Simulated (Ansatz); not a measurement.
Computed with Ansatz on PBE0-D4/def2-TZVP structures; ΔE is electronic, products minus reactants. CCSD(T)/CBS adds triple-zeta CCSD(T) − MP2 to the extrapolated MP2 energy (def2 sets, frozen cores). This one scheme is used for every species. Functionals use def2-TZVPP. B3LYP here is the variant with VWN-RPA as its local correlation; programs differ in this. Open shells (•) are unrestricted, without spin–orbit coupling.

Reaction (homolysis of the C–Si bond): `C[SiH](F)C#N` → `[CH3]`• + `N#C[SiH]F`•

```json
{"level": "LDA (SPW92)", "ΔE (kJ/mol)": "462.5", "difference from CCSD(T)/CBS": "38.6"}
{"level": "PBE-D4", "ΔE (kJ/mol)": "402.5", "difference from CCSD(T)/CBS": "-21.4"}
{"level": "B3LYP-D4", "ΔE (kJ/mol)": "398.9", "difference from CCSD(T)/CBS": "-25.0"}
{"level": "CAM-B3LYP-D4", "ΔE (kJ/mol)": "407.8", "difference from CCSD(T)/CBS": "-16.1"}
{"level": "B2PLYP", "ΔE (kJ/mol)": "403.2", "difference from CCSD(T)/CBS": "-20.7"}
{"level": "BLYP", "ΔE (kJ/mol)": "376.1", "difference from CCSD(T)/CBS": "-47.8"}
{"level": "SCS-MP2/def2-TZVPP", "ΔE (kJ/mol)": "431.8", "difference from CCSD(T)/CBS": "7.9"}
{"level": "CCSD(T)/def2-TZVPP", "ΔE (kJ/mol)": "413.5", "difference from CCSD(T)/CBS": "-10.4"}
{"level": "SCS-MP2/def2-QZVPP", "ΔE (kJ/mol)": "438.6", "difference from CCSD(T)/CBS": "14.7"}
{"level": "MP2/CBS(def2)", "ΔE (kJ/mol)": "444.9", "difference from CCSD(T)/CBS": "21.0"}
{"level": "CCSD(T)/CBS", "ΔE (kJ/mol)": "423.9", "difference from CCSD(T)/CBS": "0"}
```

Largest T1 diagnostic among the species: 0.022.

In def2-TZVPP, CCSD(T) changes the Hartree–Fock value by +104.4 kJ/mol (the triples alone add +7.5 kJ/mol) and MP2 by +125.4 kJ/mol; breaking electron pairs costs correlation energy, which Hartree–Fock lacks. At CCSD(T), def2-SVP lies −21.8 kJ/mol from the extrapolated value and def2-TZVPP −10.4 kJ/mol: correlation converges slowly with the basis, and small sets miss more of it in the bonded molecule than in its fragments.
